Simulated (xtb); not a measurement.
Input file for xtb: GFN-FF on C2H6InN (SMILES C=[CH][InH][NH2]), a point of a torsion scan.

```
$ xtb mol.xyz --gfnff --sp --chrg 0 --uhf 0
10

C     -1.62285385    -0.74605607     0.32872492
C     -1.34610063     0.46981138    -0.10579988
In     0.75269237     1.03688643    -0.48068931
N      2.23311671    -0.33284723    -0.14573532
H     -0.83926223    -1.47813869     0.49023521
H     -2.63061596    -1.07977378     0.54860875
H     -2.13551112     1.19685217    -0.26069221
H      1.21791086     2.68578925    -0.83118560
H      3.17865558    -0.01709500    -0.33656638
H      2.12197802    -1.23458846    -0.59619507
```

Problem. Predict the final total energy.

Solution. -1.4377 hartree.
